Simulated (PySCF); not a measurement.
BCl, SMILES [B]Cl (connectivity only; charge and spin as stated), charge +1, multiplicity 2. Atoms are numbered in the order given.

```xyz
2

B      0.0000     0.0000    -1.2366
Cl     0.0000     0.0000     0.3637
```
Charge +1, spin multiplicity 2.

The structure is a stationary point at B3LYP-D3(BJ)/def2-TZVPD.

Method: B3LYP/pcH-1 run with PySCF.

Unrestricted Kohn–Sham, ⟨S²⟩ = 0.756. Hyperfine tensors hold the contact and dipolar terms, without spin-orbit corrections.

Computed hyperfine couplings:
| nucleus | A(iso) (MHz) | A(iso) (G) | dipolar principal values (MHz) |
|---|---|---|---|
| 11B no. 1 | 1441.0 | 514.2 | -29.9, -29.9, 59.8 |
| 35Cl no. 2 | 20.4 | 7.3 | -27.1, -27.1, 54.3 |
